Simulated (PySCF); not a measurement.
C₂H₄F₂Si, SMILES F/C=C(/F)[SiH3].

Geometry optimised at B3LYP-D3(BJ)/def2-SVP. The structure was generated by enumeration; whether it is a known compound was not checked.

Two levels are set side by side: PBE/def2-TZVP (PySCF) and CAM-B3LYP/def2-TZVP (PySCF). Same geometry, gas phase. Differences are taken from unrounded values.

```json
[
 {"quantity": "orbital gap (eV)", "CAM-B3LYP": "9.58", "PBE": "4.82", "PBE minus CAM-B3LYP": "-4.76"},
 {"quantity": "highest occupied level (eV)", "CAM-B3LYP": "-8.93", "PBE": "-6.24", "PBE minus CAM-B3LYP": "2.69"},
 {"quantity": "lowest empty level (eV)", "CAM-B3LYP": "0.65", "PBE": "-1.42", "PBE minus CAM-B3LYP": "-2.07"},
 {"quantity": "dipole moment (D)", "CAM-B3LYP": "0.21", "PBE": "0.21", "PBE minus CAM-B3LYP": "0.00"},
 {"quantity": "mean polarisability (bohr³)", "CAM-B3LYP": "51.7", "PBE": "54.3", "PBE minus CAM-B3LYP": "2.5"}
]
```

PBE's occupied levels lie high since its potential decays too fast outside the molecule; exact exchange lowers them and widens the gap. Loosely held outer electrons make PBE densities more polarisable. Differences between two approximate levels are no errors against the true value.

Rough cost on one machine, each run with all the roots and properties that it gave: CAM-B3LYP against PBE within a factor of 2.
